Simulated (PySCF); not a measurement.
## Relaxation of singlet OsI₃⁺

All numbers come from B3LYP in PySCF with Os def2-SVP with ECP60, I def2-SVP with ECP28; scalar-relativistic core potentials, no spin–orbit coupling; density-fitted integrals. A (50,194) grid was used.

A hand-made T-shaped start, of C2v symmetry, held to at least that symmetry:

Coordinates in bohr (charge 1 multiplicity 1):
```
Os    0.0000    0.0000   -1.1503
I     0.0000    0.0000    3.7018
I     4.8490    0.0000   -0.9809
I    -4.8490    0.0000   -0.9809
```

**Question.** What does it relax to?

**Answer.** It ends at C2v with Os–I 2.485 Å, Os–I 2.549 Å (×2); I–Os–I 100.0° (×2), I–Os–I 160.0°. A frequency run shows 1 imaginary mode, down to 310i cm⁻¹, so it is a saddle point. Other isomers or separated fragments may lie lower.

**Question.** How much energy is released, and in how many steps?

**Answer.** 40.4 kJ/mol in 6 steps.

Stability towards spin polarisation was not tested. Spin–orbit coupling, left out here, can matter for elements this heavy.

The relaxation took about 4 core-minutes on a shared host.
